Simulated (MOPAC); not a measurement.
MOPAC input (PM3):

```
PM3 PRECISE GNORM=0.05 LET XYZ GEO-OK AUX(PRECISION=9) THREADS=1
H2Te

Te   -0.00070909 1    0.04327509 1    0.00226130 1
H    -1.16040669 1   -1.14501690 1   -0.04830027 1
H     1.19727946 1   -1.10528797 1   -0.06928709 1
```

Task: What heat of formation does the run end on?

Result: 23.76 kcal/mol.
